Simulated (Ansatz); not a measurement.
C2H7GaO2 (`[CH3][GaH][O]CO`). The species carries charge 0 and has multiplicity 1.

```
atom   x (Å)   y (Å)   z (Å)
  C1  -1.459   0.195   1.394
 Ga2   0.311  -0.441   0.844
  O3   0.389  -1.306  -0.823
  C4   0.594  -0.246  -1.633
  O5   0.987   0.893  -0.773
  H6  -1.985  -0.587   1.948
  H7  -1.377   1.066   2.047
  H8  -2.063   0.461   0.526
  H9   1.573  -0.695   1.740
 H10   1.393  -0.407  -2.370
 H11  -0.310   0.114  -2.143
 H12   1.948   0.953  -0.758
```

**Question.** List the harmonic frequencies (cm⁻¹, unscaled) at PBE0-D4/def2-TZVP in Ansatz. (An estimate is asked.)

**Answer.** Computed: 48, 56, 123, 168, 215, 445, 476, 550, 587, 616, 678, 715, 767, 881, 1020, 1210, 1226, 1228, 1306, 1405, 1448, 1449, 1541, 1966, 2990, 3028, 3054, 3135, 3150, 3850.

**Question.** Is this a minimum?

**Answer.** Yes, all 30 modes are real.

**Question.** Give the ideal-gas thermochemistry at 298.15 K and 1 bar (rigid rotor, harmonic oscillator; point group C1, symmetry number 1).

**Answer.** Zero-point energy 235.2 kJ/mol; H(298) − E = 258.3 kJ/mol; entropy 370.3 J/(mol·K), of which translation 169.8, rotation 111.5, vibration 89.0; G(298) − E = 147.9 kJ/mol. Modes under 100 cm⁻¹ are hindered rotations or soft bends, so the harmonic entropy is rough.
